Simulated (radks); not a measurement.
All-electron calculation, scalar-relativistic Kohn-Sham, r2SCAN, spin-unpolarised, spherical densities, finite nucleus; meta-GGA in the generalised Kohn-Sham scheme; Fermi nuclear charge, rms radius of each element as measured or else 0.836 A^(1/3) + 0.57 fm. Program: a radial shooting solver on a logarithmic mesh with Libxc functionals. Each species is in its NIST ground configuration. Rank Mo3+, Cd3+, Rb3+, Sn3+, Pd3+, Sr3+, Sb3+, In3+, Te3+, Rh3+, Nb3+, Ru3+, Tc3+, Xe3+, Ag3+, I3+, Zr3+ by radius at which the density is 0.001 e/bohr^3 (bohr), largest first.

Answer. I3+ 3.65, Xe3+ 3.64, Te3+ 3.61, Sb3+ 3.44, Sn3+ 3.32, Nb3+ 3.28, Mo3+ 3.28, Tc3+ 3.25, Zr3+ 3.23, Ru3+ 3.21, Rb3+ 3.20, Rh3+ 3.16, Sr3+ 3.14, Pd3+ 3.11, Ag3+ 3.06, Cd3+ 3.01, In3+ 2.96.
